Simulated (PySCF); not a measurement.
Si(Cl)(Me)(SiH3)2 (CH9ClSi3), SMILES C[Si]([SiH3])([SiH3])Cl.

Coordinates come from a PBE0-D3(BJ)/def2-SVP optimisation.

Calculation: M06-2X/def2-TZVP (PySCF).

Gas-phase values at a fixed geometry.

Computed frontier levels, gap, dipole moment and polarisability:
```
Quantity                                                                                                          Result
---------------------------------------------------------------------------------------------  -------------------------
highest occupied level                                                                                          -8.57 eV
lowest empty level                                                                                               0.19 eV
orbital gap                                                                                                      8.76 eV
dipole moment                                                                                                     1.85 D
quadrupole, principal values (traceless, Buckingham form, about the centre of nuclear charge)      -3.73, 0.36, 3.37 D·Å
mean static polarisability                                                                        110.9 bohr³ (16.43 Å³)
polarisability, principal values                                                               102.4, 109.0, 121.2 bohr³
```
